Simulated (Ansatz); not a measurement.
C10H7FSSe, SMILES Fc1csc(/C=C/c2ccc[se]2)c1. Atoms are numbered in the order given.

```xyz
20

F     -5.1774    -0.5010     0.3447
C     -4.1655     0.2523    -0.0634
C     -4.3337     1.4601    -0.6906
S     -2.8087     2.1441    -1.0701
C     -1.9414     0.8058    -0.3856
C     -0.4979     0.8213    -0.4161
C      0.3032    -0.1518     0.0753
C      1.7472    -0.1412     0.0475
C      2.6185     0.8048    -0.4533
C      3.9970     0.4956    -0.3160
C      4.2633    -0.7007     0.2956
Se     2.7077    -1.5769     0.7717
C     -2.8192    -0.1356     0.1185
H     -5.2690     1.9580    -0.9359
H     -0.0403     1.7012    -0.8792
H     -0.1662    -1.0272     0.5357
H      2.2701     1.7271    -0.9223
H      4.7886     1.1593    -0.6701
H      5.2404    -1.1347     0.5038
H     -2.5267    -1.0679     0.6005
```

Coordinates come from a PBE0-D3(BJ)/def2-SVP optimisation. The structure was generated by enumeration; whether it is a known compound was not checked. Other conformers were not sampled.

Two levels are set side by side: PBE-D3(BJ)/def2-SVP (Ansatz, a quantum-chemistry and plane-wave program) and PBE0-D3(BJ)/def2-SVP (Ansatz). Each level has its own optimised geometry; the coordinates shown are those of the second. Differences are taken from unrounded values.

```tsv
quantity	PBE0-D3(BJ)
mean bond length (Å)	1.367
bond F1–C2 (Å)	1.326
bond C2–C3 (Å)	1.371
bond C2–C13 (Å)	1.413
bond C3–S4 (Å)	1.714
bond S4–C5 (Å)	1.735
bond C5–C6 (Å)	1.444
bond C5–C13 (Å)	1.382
bond C6–C7 (Å)	1.353
bond C7–C8 (Å)	1.444
bond C8–C9 (Å)	1.380
bond C8–Se12 (Å)	1.873
bond C9–C10 (Å)	1.419
bond C10–C11 (Å)	1.370
bond C11–Se12 (Å)	1.848
bond C3–H14 (Å)	1.088
bond C6–H15 (Å)	1.095
```

### Question
What does PBE-D3(BJ) give, and how far is it from PBE0-D3(BJ)? (Estimate from the structure and the level; the computed values follow.)

### Answer

| quantity | PBE-D3(BJ) | PBE-D3(BJ) minus PBE0-D3(BJ) |
|---|---|---|
| mean bond length (Å) | 1.378 | 0.011 |
| bond F1–C2 (Å) | 1.340 | 0.014 |
| bond C2–C3 (Å) | 1.386 | 0.014 |
| bond C2–C13 (Å) | 1.419 | 0.006 |
| bond C3–S4 (Å) | 1.727 | 0.014 |
| bond S4–C5 (Å) | 1.756 | 0.021 |
| bond C5–C6 (Å) | 1.443 | -0.001 |
| bond C5–C13 (Å) | 1.396 | 0.014 |
| bond C6–C7 (Å) | 1.369 | 0.016 |
| bond C7–C8 (Å) | 1.444 | -0.001 |
| bond C8–C9 (Å) | 1.395 | 0.014 |
| bond C8–Se12 (Å) | 1.896 | 0.023 |
| bond C9–C10 (Å) | 1.423 | 0.004 |
| bond C10–C11 (Å) | 1.383 | 0.013 |
| bond C11–Se12 (Å) | 1.865 | 0.017 |
| bond C3–H14 (Å) | 1.095 | 0.007 |
| bond C6–H15 (Å) | 1.103 | 0.008 |

Exact exchange shortens and stiffens bonds; PBE has none. Differences between two approximate levels are no errors against the true value.
